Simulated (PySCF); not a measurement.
## Calculated data, AlBH$_{3}$O, CH$_{3}$ClOSi, CH$_{4}$B$_{2}$F

All values are calculated (PySCF 2.14.0). Calculation on a computer-drawn molecule: optimised geometry and harmonic frequencies of an isolated molecule of the commonest isotopes, restricted reference for singlets and unrestricted otherwise, frozen core in MP2.

Common to all runs: multiplicity 1.

```yaml
- entry: 1
  formula: AlBH3O
  start_structure:
    atoms_angstrom:
      - [B, 0.4163, 0.0284, 0.2914]
      - [Al, 0.7348, 0.8618, 2.2749]
      - [O, 0.969, 1.4754, 3.7348]
      - [H, -0.6447, 0.2179, -0.2053]
      - [H, 1.3203, -0.5715, -0.1895]
      - [H, 1.1074, 1.8367, 4.5941]
  given:
    charge: 1
    method: MP2
    basis: "cc-pV(D+d)Z"
    drawn_bonds_atom: [1, 2, 1, 1, 3]
    drawn_bonds_other_atom: [2, 3, 4, 5, 6]
    drawn_bonds_order: [1, 1, 1, 1, 1]
  results:
    optimised_atom_element: [B, Al, O, H, H, H]
    "optimised_atom_x [angstrom]": [0.4159, 0.7329, 0.9698, -0.6528, 1.326, 1.111]
    "optimised_atom_y [angstrom]": [0.02776, 0.857, 1.477, 0.2181, -0.5768, 1.845]
    "optimised_atom_z [angstrom]": [0.2896, 2.263, 3.739, -0.2115, -0.195, 4.615]
    "modes_frequency [cm^-1]": [121.3, 129.6, 281.7, 295.6, 488.1, 628.7, 882.4, 1053, 1129, 2692, 2837, 3987]
    "modes_reduced_mass [dalton]": [5.65, 7.65, 1.089, 1.094, 5.857, 1.212, 1.287, 10.81, 1.103, 1.041, 1.137, 1.073]
    "rotational_constants [GHz]": [220.4, 4.398, 4.312]
    "total_energy [hartree]": -343.2863
    "convergence_status_largest_gradient_component [hartree/bohr]": 1.878e-05
- entry: 2
  formula: CH3ClOSi
  start_structure:
    atoms_angstrom:
      - [C, 0.3418, -1.1615, 0.2301]
      - [Si, 2.1721, -0.7861, 0.259]
      - [O, 2.9855, -0.8643, 1.5069]
      - [Cl, 2.8386, -0.2042, -1.482]
      - [H, -0.1279, -1.4742, 1.1058]
      - [H, -0.2299, -0.3541, -0.1512]
      - [H, 0.1046, -2.02, -0.5639]
  given:
    charge: 0
    method: HF
    basis: "cc-pV(D+d)Z"
    drawn_bonds_atom: [1, 2, 2, 1, 1, 1]
    drawn_bonds_other_atom: [2, 3, 4, 5, 6, 7]
    drawn_bonds_order: [1, 2, 1, 1, 1, 1]
  results:
    optimised_atom_element: [C, Si, O, Cl, H, H, H]
    "optimised_atom_x [angstrom]": [0.3158, 2.115, 2.987, 2.809, -0.07551, -0.2283, 0.1623]
    "optimised_atom_y [angstrom]": [-1.185, -0.7994, -0.8804, -0.2126, -1.487, -0.3096, -1.99]
    "optimised_atom_z [angstrom]": [0.175, 0.3108, 1.518, -1.511, 1.146, -0.1862, -0.5486]
    "modes_frequency [cm^-1]": [93.57, 225.9, 306.7, 308.1, 547.5, 755.8, 823.6, 891.7, 1354, 1398, 1537, 1545, 3183, 3266, 3300]
    "modes_reduced_mass [dalton]": [1.041, 3.502, 10.4, 5.206, 11.1, 4.341, 1.32, 1.405, 7.113, 1.392, 1.049, 1.051, 1.035, 1.1, 1.104]
    "rotational_constants [GHz]": [6.66, 3.634, 2.386]
    "total_energy [hartree]": -862.9866
    "convergence_status_largest_gradient_component [hartree/bohr]": 1.539e-05
- entry: 3
  formula: CH4B2F
  start_structure:
    atoms_angstrom:
      - [B, -1.6477, 0.6952, 1.7774]
      - [C, -0.705, 1.8225, 0.9945]
      - [B, 0.4921, 2.1836, 1.6689]
      - [F, 1.4509, 2.4951, 2.4865]
      - [H, -1.1355, -0.1204, 2.5178]
      - [H, -2.7625, 0.65, 1.5309]
      - [H, -1.4131, 2.6757, 0.7982]
      - [H, -0.5801, 1.3275, 0.0326]
  given:
    charge: 1
    method: HF
    basis: cc-pVDZ
    drawn_bonds_atom: [1, 2, 3, 1, 1, 2, 2]
    drawn_bonds_other_atom: [2, 3, 4, 5, 6, 7, 8]
    drawn_bonds_order: [1, 1, 1, 1, 1, 1, 1]
  results:
    optimised_atom_element: [B, C, B, F, H, H, H, H]
    "optimised_atom_x [angstrom]": [-1.666, -0.7875, 0.4782, 1.518, -1.18, -2.781, -1.374, -0.5086]
    "optimised_atom_y [angstrom]": [0.6543, 1.815, 2.18, 2.465, -0.03398, 0.5285, 2.721, 1.399]
    "optimised_atom_z [angstrom]": [1.779, 1.044, 1.734, 2.321, 2.621, 1.395, 0.852, 0.06048]
    "modes_frequency [cm^-1]": [87.88, 150.3, 316.5, 525.1, 625.7, 744.3, 889.5, 955.8, 1026, 1166, 1230, 1306, 1433, 1804, 2749, 2875, 3132, 3218]
    "modes_reduced_mass [dalton]": [1.022, 3.804, 2.161, 5.151, 1.741, 2.524, 2.06, 2.045, 1.404, 1.282, 1.53, 1.125, 1.11, 11.87, 1.049, 1.135, 1.065, 1.091]
    "rotational_constants [GHz]": [29.05, 3.974, 3.58]
    "total_energy [hartree]": -188.7583
    "convergence_status_largest_gradient_component [hartree/bohr]": 3.3e-05
```
